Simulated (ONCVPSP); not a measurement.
**How hard is this ytterbium ONCV potential?**

ONCVPSP 4.0.1 input, shortened (lines: element, Z, core and valence counts, functional; n l f; lmax; l rc ep ncon nbas qcut; lloc lpopt rc5 dvloc0; l nproj debl; icmod fcfact rcfact), BLYP, scalar-relativistic:

```
  Yb 70.00    9    4  -106131      upf
    1    0    2.00
    2    0    2.00
    2    1    6.00
    3    0    2.00
    3    1    6.00
    3    2   10.00
    4    0    2.00
    4    1    6.00
    4    2   10.00
    4    3   14.00
    5    0    2.00
    5    1    6.00
    6    0    1.00
    3
    0    1.75    0.00    3    7    7.60
    1    1.45    0.00    5   10    5.50
    2    1.40    0.08    4    9    6.70
    3    1.05    0.00    5    9   14.90
    4    5    0.90    2.00
    0    2    3.80
    1    2    3.10
    2    2    2.90
    3    2    1.70
    0    0.00    0.00
```

In the d channel the program set the typed energies aside and used 0.050, 2.950 Ha.

Question: For each optimised wave give the share of its norm inside rc, the residual kinetic energy above qcut (Ha) and the cutoffs (Ha) for errors of 10, 1, 0.1 and 0.01 mHa per electron.

Answer:

```tsv
wave	norm inside rc	residual KE	10 mHa	1 mHa	0.1 mHa	0.01 mHa
5s	0.902	5.1e-07	14.8	19.1	22.5	25.3
6s	0.048	1.4e-07	11.0	16.6	20.9	24.2
5p	0.555	7.9e-03	13.9	90.3	154.8	171.3
p projector 2	0.061	4.8e-03	10.8	24.7	81.3	183.1
d projector 1	0.048	3.6e-06	6.2	9.3	11.9	14.7
d projector 2	0.085	1.9e-03	10.1	53.9	186.5	210.7
4f	0.793	1.9e-03	100.8	143.0	301.4	not reached
f projector 2	0.067	6.2e-04	92.9	108.1	158.1	310.2
```

The occupied waves need 143 Ha and 301 Ha for 1 and 0.1 mHa. Note: ghosts flagged at negative energy: s at -154.9 eV; GHOST(+) flagged for p at 173.8 eV. A true bound ghost makes a file unfit for plane-wave use. Tests left out (the all-electron energies of this program are off by 10 to 40 meV for near-neutral 4f atoms).
